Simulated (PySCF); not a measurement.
Be(Br)(OH) (BeBrHO), SMILES [Be]([OH])[Br].

Geometry optimised at PBE0-D3(BJ)/def2-TZVP. Other conformers were not sampled.

These are TDA-B3LYP/def2-TZVPD (PySCF) values and carry that method's errors.

Vertical excitations. Gas-phase values at a fixed geometry. State labels are in the subgroup Cs.

Computed excitation energies, oscillator strengths and character:
| state | symmetry | energy (eV) | λ (nm) | f | main pairs |
|---|---|---|---|---|---|
| S1 | A" | 6.50 | 191 | 0.024 | HOMO→LUMO 98 % |
| S2 | A' | 6.58 | 188 | 0.043 | HOMO−1→LUMO 98 % |
| S3 | A" | 7.30 | 170 | 0.000 | HOMO→LUMO+1 95 % |
| S4 | A' | 7.47 | 166 | 0.002 | HOMO−1→LUMO+1 57 %, HOMO→LUMO+3 38 % |
| S5 | A" | 7.60 | 163 | 0.094 | HOMO−2→LUMO 77 %, HOMO−1→LUMO+3 16 % |
| S6 | A" | 7.61 | 163 | 0.022 | HOMO−1→LUMO+3 78 %, HOMO−2→LUMO 16 % |
| S7 | A" | 7.84 | 158 | 0.029 | HOMO→LUMO+2 91 % |
| S8 | A' | 7.89 | 157 | 0.083 | HOMO−1→LUMO+2 90 % |
| S9 | A' | 7.97 | 156 | 0.027 | HOMO−3→LUMO 81 % |
| S10 | A' | 8.13 | 152 | 0.036 | HOMO−4→LUMO 43 %, HOMO→LUMO+3 28 %, HOMO−1→LUMO+1 15 %, HOMO−3→LUMO 7 % |
| T1 | A" | 6.31 | 197 | 0 | HOMO→LUMO 95 % |
| T2 | A' | 6.37 | 195 | 0 | HOMO−1→LUMO 95 % |
| T3 | A' | 6.97 | 178 | 0 | HOMO−1→LUMO+1 79 % |
| T4 | A" | 7.13 | 174 | 0 | HOMO→LUMO+1 84 % |
Triplets are in the Tamm–Dancoff approximation.
